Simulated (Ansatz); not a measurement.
```xyz
8

C     0.6144    0.7207    0.0000
C    -0.6144    0.7207    0.0000
C    -0.6144   -0.7207    0.0000
C     0.6144   -0.7207    0.0000
H     1.3256    1.4290    0.0000
H    -1.3256    1.4290    0.0000
H    -1.3256   -1.4290    0.0000
H     1.3256   -1.4290    0.0000
```

Basis set: def2-TZVP (spherical functions). Correlated methods keep 4 orbitals frozen. Charge 0, multiplicity 1.

Computed with Ansatz (development build ahead of 0.2.0); each method stands on the lowest determinant of its kind that the runs found. Restricted open shells among the atoms or ions are ROHF, correlated in semicanonical orbitals with singles.

The atomization energy at this shape (free ground-state atoms in the same class of orbitals less the molecule, no zero-point energy) of singlet C4H4:

| method | atomization energy |
| --- | --- |
| RHF | 2350.8 kJ/mol |

Q: What does RHF-MP2 give?

A: 3191.6 kJ/mol. Caution: in another basis set an unrestricted determinant lies well below.
